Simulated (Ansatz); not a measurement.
The first iterations of a band of CH5BS2 (9 atoms, charge 0, multiplicity 1).

Theory: Ansatz 0.2.0, RKS B3LYP-D4/def2-SVP.

```yaml
movable_images: 5
climbing_image: yes
spring: 5.0 eV/Å²
optimiser: quadratic models (default)
start_path: IDPP
force_threshold: 0.05 eV/Å
iteration_limit: 60
end_points: relaxed
```

First end point:

```xyz
9
Properties=species:S:1:pos:R:3
C -0.114 0.534 -1.579
S 0.345 0.873 0.165
B -0.042 -0.664 0.993
S 0.205 -0.909 2.757
H 0.141 1.431 -2.158
H -1.192 0.343 -1.665
H 0.451 -0.322 -1.969
H -0.487 -1.602 0.386
H 0.693 0.316 3.071
```

Last end point:

```xyz
9
Properties=species:S:1:pos:R:3
C 0.462 -0.078 -1.603
S 0.898 0.280 0.143
B -0.626 -0.045 1.018
S -0.782 0.142 2.799
H -0.360 0.569 -1.938
H 0.182 -1.133 -1.724
H 1.356 0.130 -2.208
H -1.614 -0.404 0.435
H 0.484 0.540 3.078
```

| iteration | highest image above the first end (eV) | largest band force component (eV/Å) |
| --- | --- | --- |
| 1 | 0.154 | 0.920 |
| 2 | 0.015 | 0.145 |

Q: Does the band converge within its limit, and where does its top end?

A: It converged. It ended after 5 iterations with the highest image 0.009 eV above the first end. A vibrational analysis at the climbing image gives one clearly imaginary mode, 45i cm⁻¹: a first-order saddle point.

Run time: 88 s on 1 thread of Arm Neoverse V2 (shared host), peak memory 0.17 GiB.
